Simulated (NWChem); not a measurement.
Species: MgH2SeS; SMILES [SH][Mg][SeH]

```xyz
5

Mg     0.0056     0.7170     0.0097
S      0.0266     3.0364     0.0488
H     -0.2349     3.1073    -1.2890
Se     0.0347    -1.7231     0.0045
H     -1.4361    -1.7076     0.2377
```
Atoms are numbered in this order, from 1.

Computed with NWChem. All runs use the structure optimised with PBE-D3(BJ)/def2-SVP. Total energies compare along this basis series because the functional is fixed.

| level | basis functions | energy (Ha) | highest occupied level (eV) | orbital gap (eV) | dipole (D) | relative time |
|---|---|---|---|---|---|---|
| PBE0/cc-pVDZ | 73 | -3000.5597 | -6.86 | 5.35 | 1.02 | 1 |
| PBE0/aug-cc-pVDZ | 108 | -3000.5670 | -6.99 | 5.31 | 0.78 | 2 |
| PBE0/cc-pVTZ | 139 | -3000.6574 | -6.98 | 5.39 | 0.83 | 4 |
| PBE0/aug-cc-pVTZ | 205 | -3000.6590 | -7.00 | 5.36 | 0.75 | 3 |
| PBE0/cc-pVQZ | 246 | -3000.6662 | -6.99 | 5.38 | 0.78 | 4 |

The last column is a rough cost ratio, cheapest run = 1.
